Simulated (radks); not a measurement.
Cu III, 27 electrons, occupied as [Ar] 3d8 4s1 (not the ground configuration).

Method: scalar-relativistic Kohn-Sham, PBE, spin-unpolarised, spherical densities, point nucleus; computed with a radial shooting solver on a logarithmic mesh with Libxc functionals.

Energy parts (eV):
| part | energy |
|---|---|
| total | -44991.772 |
| kinetic | 45664.030 |
| electron-nucleus | -107462.360 |
| Hartree | 18615.403 |
| exchange-correlation | -1808.845 |

Orbitals (lengths in bohr, moments of r in powers of bohr; r(90%) holds 90 % of the orbital's charge):
| orbital | occ. | eigenvalue (eV) | <r> | r(90%) |
|---|---|---|---|---|
| 1s | 2 | -8884.893 | 0.05213 | 0.0931 |
| 2s | 2 | -1097.172 | 0.2352 | 0.364 |
| 2p | 6 | -951.5766 | 0.2064 | 0.338 |
| 3s | 2 | -148.0566 | 0.7055 | 1.06 |
| 3p | 6 | -105.1868 | 0.7372 | 1.13 |
| 3d | 8 | -36.4763 | 0.8699 | 1.49 |
| 4s | 1 | -24.6319 | 2.193 | 3.24 |

The highest occupied level is 4s at -24.632 eV. The density falls to 0.001 e/bohr^3 at r = 3.40 bohr. Summed over all electrons, <r^2> = 18.69 bohr^2, which gives a Langevin (diamagnetic) susceptibility term of -14.8 x 10^-6 cm^3/mol.
